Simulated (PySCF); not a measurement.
**Spin–spin coupling constants**

Geometry (Å), atoms numbered from 1 in this order:
```xyz
8

F     1.6045   -0.2207   -1.0704
C     0.9775   -0.1077    0.1077
F     1.5212    0.9341    0.7496
F     1.2625   -1.2071    0.8177
Ge   -0.9922    0.1139   -0.1215
H    -1.2290    1.3869   -0.9412
H    -1.5102   -1.1277   -0.8560
H    -1.6078    0.2291    1.2775
```

Couplings: B3LYP/pcJ-1 (pcSseg-1 on Ge) in PySCF 2.14.0 with density-fitted response routines, geometry PBE0-D3(BJ)/def2-SVP; gas phase, one conformer, non-relativistic. Couplings are averaged over pairs made equivalent by symmetry, fast rotation or ring inversion, so a value needn't be that of the named pair in this geometry, while other rotamers aren't included; one pair stands for each set, and the list holds those of at least 1.5 Hz over up to four bonds. One-bond C–F couplings come out tens of Hz too large with common functionals.

Isotopes: $^{19}$F, $^{13}$C, $^{1}$H.

| pair | bonds | J (Hz) |
| --- | --- | --- |
| F1, C2 | 1 | -396.2 |
| F1, F3 | 2 | ? |
| C2, H6 | 2 | ? |
| H6, H7 | 2 | 12.0 |
| F1, H6 | 3 | 7.7 |

Task: Estimate the withheld couplings, with signs.

Result: 
- $^{2}J$(F1,F3) = 78.8 Hz
- $^{2}J$(C2,H6) = 10.6 Hz

Relativistic effects of the heavier atoms present are left out.
